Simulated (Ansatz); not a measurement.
Species: C3H5F, SMILES `C=CCF` (C–C–C–F torsion 0°) (charge 0, multiplicity 1).

Give a relaxed geometry from PBE0-D4/def2-TZVP in Ansatz (a quantum-chemistry and plane-wave program).

Several could match; the one computed here: the end point of this relaxation, one of several conformers (outside a Z-matrix the atoms follow the SMILES, hydrogens last).
Z-matrix (Å, degrees):
```
C
C 1 1.3232
H 2 1.0829 1 121.13
H 2 1.0834 3 117.74 1 179.99
H 1 1.0879 2 120.62 3 -0.01
C 1 1.4866 5 114.49 2 180.00
F 6 1.3767 1 112.00 5 -180.00
H 6 1.0970 7 107.89 1 -121.91
H 6 1.0970 8 107.78 7 116.25
```
